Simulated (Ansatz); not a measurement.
Stepwise reaction of `C[O][Al]([OH])[OH]` with hydrogen sulfide, as a gas-phase model of exchange steps in deposition or etching. ΔE in kJ/mol.

Computed with Ansatz on PBE0-D4/def2-TZVP structures; ΔE is electronic, products minus reactants. CCSD(T)/CBS adds triple-zeta CCSD(T) − MP2 to the extrapolated MP2 energy (def2 sets, frozen cores). This one scheme is used for every species. DFT in def2-TZVPP. B3LYP here is the variant with VWN-RPA as its local correlation; programs differ in this. Each species was taken in one conformer, which may not be the lowest.

```
step                                                 reaction  PBE-D4  B3LYP-D4  ωB97M-V  CCSD(T)/CBS
   2  `C[O][Al]([OH])[SH]` + H₂S → `C[O][Al]([SH])[SH]` + H₂O     9.8      20.4     18.6         15.0
```

(1) Give the row of step 1, `C[O][Al]([OH])[OH]` + H₂S → `C[O][Al]([OH])[SH]` + H₂O. (Estimate.)

(2) By hand: ΔE of the 2 steps together at CCSD(T)/CBS.

## Answers

(1) The calculation gave: 
```json
{"step": "1", "reaction": "`C[O][Al]([OH])[OH]` + H₂S → `C[O][Al]([OH])[SH]` + H₂O", "PBE-D4": "18.1", "B3LYP-D4": "29.3", "ωB97M-V": "27.6", "CCSD(T)/CBS": "24.0"}
```

(2) (24.0) + (15.0) = 39.0 kJ/mol, or 19.5 kJ/mol a step.

In ΔE each step is lower than the one before. All are uphill at CCSD(T)/CBS. PBE-D4 differs from CCSD(T)/CBS by -5.9 to -5.2 kJ/mol a step. Isolated molecules leave out the surface, adducts and barriers. Largest T1 diagnostic: 0.012.
